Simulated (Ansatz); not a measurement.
Basis sets compared for (4-phenylthiophenyl)diphenylsulfonium hexafluorophosphate (C₂₄H₁₉F₆PS₂). Total charge 0; singlet. Geometry PBE-D4/def2-SVP. Ansatz on 2 threads of AMD EPYC 7R13 on a shared host and a share (18 GiB) of an NVIDIA H100 80GB HBM3; times are rough, and most runs start from earlier orbitals.

Cartesian coordinates in Å:
```
F 2.508 0.192 5.174
P 1.054 0.841 4.834
F 0.411 0.307 6.231
F 0.601 -0.596 4.083
F 1.464 2.273 5.492
F -0.443 1.479 4.400
F 1.649 1.368 3.347
C 2.043 -1.658 -6.484
C 3.078 -0.862 -5.969
C 3.524 -1.050 -4.651
C 2.929 -2.043 -3.850
S 3.539 -2.326 -2.192
C 2.344 -1.490 -1.183
C 1.318 -0.667 -1.698
C 0.423 -0.035 -0.828
C 0.555 -0.233 0.556
S -0.487 0.521 1.790
C -1.983 -0.466 1.848
C -2.604 -0.466 3.110
C -3.773 -1.222 3.273
C -4.289 -1.970 2.202
C -3.636 -1.977 0.958
C -2.467 -1.224 0.771
C -0.993 2.093 1.092
C -0.233 3.183 1.553
C -0.559 4.463 1.083
C -1.629 4.641 0.191
C -2.391 3.540 -0.235
C -2.080 2.249 0.218
C 1.591 -1.023 1.092
C 2.475 -1.655 0.216
C 1.898 -2.851 -4.368
C 1.453 -2.650 -5.683
H 1.697 -1.509 -7.518
H 3.545 -0.087 -6.597
H 4.331 -0.430 -4.234
H 1.225 -0.513 -2.782
H -0.356 0.629 -1.231
H -2.154 0.106 3.937
H -4.274 -1.238 4.252
H -5.203 -2.568 2.341
H -4.033 -2.580 0.128
H -1.931 -1.244 -0.189
H 0.579 3.011 2.277
H 0.021 5.330 1.433
H -1.884 5.651 -0.165
H -3.240 3.686 -0.919
H -2.688 1.385 -0.086
H 1.691 -1.121 2.184
H 3.286 -2.280 0.622
H 1.452 -3.633 -3.735
H 0.646 -3.280 -6.088
```

B3LYP takes the VWN-RPA correlation. Single mean-field runs in def2-SVP, def2-TZVP are fitted with def2-universal-jkfit.

Binding counts from free atoms (F doublet, P quartet, C triplet, S triplet, H doublet) in the same basis, without a counterpoise term.

```tsv
level	functions	energy (Eh)	HOMO (eV)	LUMO (eV)	binding per atom (eV)	wall time
PBE-D4/def2-SVP	569	-2659.2852	-5.82	-2.65	5.21	13 s
B3LYP-D4/6-31G	347	-2662.4741	-6.54	-1.63	4.70	14 s
B3LYP-D4/def2-SVP	569	-2661.6018	-6.59	-1.97	4.99	15 s
PBE0-D4/def2-SVP (with forces)	569	-2659.4540	-6.87	-1.89	5.08	15 s
```

Problem. Estimate the rows for PBE-D4/def2-TZVP, PBE0-D4/def2-TZVP.

Solution. 
```
            level  functions  energy (Eh)  HOMO (eV)  LUMO (eV)  binding per atom (eV)  wall time
 PBE-D4/def2-TZVP       1155   -2661.4253      -5.89      -2.78                   5.15       16 s
PBE0-D4/def2-TZVP       1155   -2661.5760      -6.88      -1.99                   5.02       22 s
```
